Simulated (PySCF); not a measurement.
Molecule: `InChI=1S/C4H4O3/c5-3-1-2-4(6)7-3/h1-2H2`.

Molfile (atoms numbered from 1):
```
C4H4O3
     RDKit          3D

 11 11  0  0  0  0  0  0  0  0999 V2000
   -1.7207   -1.2033   -1.9607 O   0  0  0  0  0  0  0  0  0  0  0  0
   -0.9331   -0.8248   -1.1582 C   0  0  0  0  0  0  0  0  0  0  0  0
   -0.9071    0.4838   -0.3979 C   0  0  0  0  0  0  0  0  0  0  0  0
    0.3331    0.3969    0.4725 C   0  0  0  0  0  0  0  0  0  0  0  0
    0.9252   -0.9608    0.1607 C   0  0  0  0  0  0  0  0  0  0  0  0
    1.8965   -1.4702    0.6134 O   0  0  0  0  0  0  0  0  0  0  0  0
    0.1463   -1.5875   -0.7821 O   0  0  0  0  0  0  0  0  0  0  0  0
   -1.8486    0.5759    0.1631 H   0  0  0  0  0  0  0  0  0  0  0  0
   -0.8934    1.3068   -1.1271 H   0  0  0  0  0  0  0  0  0  0  0  0
    1.0924    1.1625    0.2561 H   0  0  0  0  0  0  0  0  0  0  0  0
    0.1340    0.4469    1.5528 H   0  0  0  0  0  0  0  0  0  0  0  0
  1  2  2  0
  2  3  1  0
  3  4  1  0
  4  5  1  0
  5  6  2  0
  5  7  1  0
  7  2  1  0
  3  8  1  0
  3  9  1  0
  4 10  1  0
  4 11  1  0
M  END
```

Geometry PBE0-D3(BJ)/def2-SVP throughout; GIAO in PySCF, gas phase, one conformer, non-relativistic; equivalent atoms averaged; basis pcSseg-1.

For orientation, OPBE gives these absolute shieldings σ: O1/O6 -110.1, O7 -24.1, C2/C5 19.9, C3/C4 155.9, H8/H9/H10/H11 28.62 ppm.

A run gave: O1/O6 -122.4, O7 -19.8, C2/C5 12.7, C3/C4 154.8, H8/H9/H10/H11 28.79 ppm (absolute shieldings σ).

Question: Which functional was used in that run?
A. B97-2
B. KT2
C. mPW1PW91
D. WP04

Answer: A. O1/O6 tells them apart best: B97-2 gives -122.4, mPW1PW91 gives -134.4, WP04 gives -134.8, KT2 gives -101.3 ppm.
